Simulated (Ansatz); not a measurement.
Geometry optimisation, RKS PBE0-D4/def2-SVP (Ansatz).

Input file:

```yaml
crystal:
  periodic: [false, false, false]
  atoms:
    - { symbol: Si, position_ang: [0.757594, 0.148446, 1.126388] }
    - { symbol: F, position_ang: [0.492928, -0.229739, -1.808776] }
    - { symbol: H, position_ang: [-0.118937, -0.693661, -1.314621] }
    - { symbol: Cl, position_ang: [-0.259435, 1.955764, 1.251657] }
    - { symbol: Cl, position_ang: [-0.872049, -1.18081, 0.745352] }
basis:
  gaussian: { orbitals: def2-SVP }
hamiltonian:
  xc: pbe0
  dispersion: d4
relax:
  f_tol: 0.03
  max_steps: 50
```

Run as:

```bash
$ ansatz run input.yaml --threads 1 --pin off --max-ram 2048MiB --backend cpu --events-out ev --progress --plain --runs-dir out
```

Question: Where does it end, and by what steps?

Answer: It converged. After 8 steps the energy has fallen by 0.134 eV; F2 moved furthest, 0.46 Å.

```tsv
step	energy less start (eV)	largest force component (eV/Å)	accepted
0	0.0000	0.764	yes
1	0.0098	1.852	no
2	-0.0413	0.487	yes
3	-0.0763	0.443	yes
4	-0.1105	0.268	yes
5	-0.1267	0.133	yes
6	-0.1298	0.178	yes
7	-0.1332	0.096	yes
8	-0.1336	0.018	yes
```

```xyz
5
Properties=species:S:1:pos:R:3
Si 0.798 0.072 0.913
F 0.536 -0.059 -1.380
H -0.218 -0.613 -1.273
Cl -0.233 1.892 0.999
Cl -0.883 -1.291 0.741
```

The run took 40 s on 1 thread of Arm Neoverse N1 (shared host), peak memory 0.14 GiB.
